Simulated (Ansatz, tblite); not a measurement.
Cost and result up the ladder for AlGe₂₅H₃₄⁻, a doped nanocrystal cut from the lattice of germanium (Al on a surface site) (60 atoms). Total charge -1; singlet. Geometry: r2SCAN-D4/def2-SVP.

Cartesian coordinates in Å:
```
Ge -3.512 -3.314 0.487
Ge 0.645 -4.520 -0.202
Ge -4.137 -0.062 2.316
Ge -0.817 2.522 3.425
Al 3.752 -2.301 1.111
Ge 2.803 1.262 2.783
Ge -0.223 -1.151 1.645
Ge -1.022 -1.558 -2.228
Ge -1.781 1.939 -0.377
Ge 1.973 0.749 -1.091
Ge 2.780 -2.538 -2.926
Ge 1.310 4.309 0.688
Ge 0.142 3.500 -3.599
Ge -2.505 -1.863 2.167
Ge 1.385 -3.007 1.570
Ge -3.226 -2.491 -1.784
Ge 0.575 -3.394 -2.360
Ge 0.535 0.498 3.290
Ge -4.039 1.383 0.361
Ge -0.938 3.568 1.230
Ge 4.407 -0.577 2.793
Ge 3.566 -1.120 -1.103
Ge 2.735 2.343 0.593
Ge -0.287 0.007 -0.504
Ge -1.994 2.926 -2.592
Ge 1.847 1.793 -3.291
H -5.032 -3.377 0.776
H -2.986 -4.758 0.585
H 1.674 -5.673 -0.330
H -0.723 -5.206 0.040
H -5.554 -0.682 2.379
H -3.969 0.783 3.593
H -0.115 3.510 4.389
H -2.236 2.296 3.989
H 4.737 -3.573 1.018
H 3.096 2.389 3.814
H -1.101 -0.818 -3.588
H 3.711 -3.760 -3.128
H 2.696 -1.829 -4.300
H 1.783 5.277 1.800
H 1.318 5.110 -0.632
H 0.613 4.840 -3.000
H -0.081 3.754 -5.109
H -2.528 -2.628 3.515
H 1.076 -3.782 2.884
H -3.480 -3.664 -2.761
H -4.330 -1.448 -2.062
H 0.055 -4.373 -3.447
H 0.528 -0.163 4.693
H -4.790 2.703 0.657
H -4.806 0.694 -0.788
H -1.921 4.767 1.266
H 4.443 -1.007 4.287
H 5.771 0.137 2.577
H 4.847 -0.440 -1.671
H 4.166 2.799 0.205
H -2.717 1.914 -3.508
H -2.890 4.185 -2.534
H 1.562 0.704 -4.347
H 3.211 2.419 -3.665
```

Ansatz on 11 threads of AMD EPYC 7R13 on a shared host and a whole NVIDIA H100 80GB HBM3; xTB runs through tblite on one thread. Times are rough, summed over both states, and most runs start from the orbitals of an earlier one. PBE0-D4/def2-SVP serves as the yardstick here, not as an exact answer. The other state is a doublet.

The xTB rows come from tblite. Single mean-field runs in def2-SVP are fitted with def2-universal-jkfit. HOMO above LUMO, or a gap near zero within one spin, warns that the state may not be the lowest or that an electron is smeared out.

Raw xTB energies of ions are shifted by several eV.

| level | functions | wall time | vertical IE (eV) | difference from PBE0-D4/def2-SVP (eV) | remarks |
| --- | --- | --- | --- | --- | --- |
| GFN1-xTB | 302 | 2.1 s | 10.43 | 5.50 | – |
| GFN2-xTB | 268 | 2.7 s | 8.42 | 3.49 | – |
| PBE-D4/def2-SVP | 988 | 21 s | 4.51 | -0.41 | gap within one spin near zero (doublet) |
| B97M-V/def2-SVP (with forces) | 988 | 37 s | 4.76 | -0.17 | gap within one spin near zero (doublet) |
| PBE0-D4/def2-SVP | 988 | 58 s | 4.92 | 0.00 | – |
